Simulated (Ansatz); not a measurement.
Two isomers of CH5BOSi: A = `B1OC[SiH2]1`, B = `B1CO[SiH2]1`.

Isolated molecules relaxed with PBE0-D4/def2-TZVP in Ansatz; ΔE leaves out vibrations. CCSD(T)/CBS adds triple-zeta CCSD(T) − MP2 to the extrapolated MP2 energy (def2 sets, frozen cores). DFT in def2-TZVPP. B3LYP here is the variant with VWN-RPA as its local correlation; programs differ in this.

(1) Which is lower in electronic energy at CCSD(T)/CBS, and by how much? (Estimate.)

(2) Give E(B) − E(A) in kJ/mol with PBE-D4, HF/def2-TZVPP, B3LYP, B3LYP-D4, r2SCAN-D4, PBE0-D4, LDA (SPW92). (An estimate is asked.)

(3) Does the order hold for the free energy at 298.15 K (harmonic terms from PBE0-D4)? (Estimate.)

Largest T1 diagnostic: 0.016.

Results:

(1) Computed: A, by 58.1 kJ/mol.

(2) Computed: PBE-D4 64.9, HF/def2-TZVPP 41.0, B3LYP 57.8, B3LYP-D4 57.7, r2SCAN-D4 56.8, PBE0-D4 58.7, LDA (SPW92) 68.1. None reverses the order clearly.

(3) Ansatz gave: Yes: G(B) − G(A) = +53.2 kJ/mol.

From PBE to PBE0 (25 % exact exchange), in def2-TZVPP and without D4, E(B) − E(A) moves by −6.2 kJ/mol. At CCSD(T), def2-SVP lies +26.1 kJ/mol from the extrapolated value and def2-TZVPP +3.3 kJ/mol.
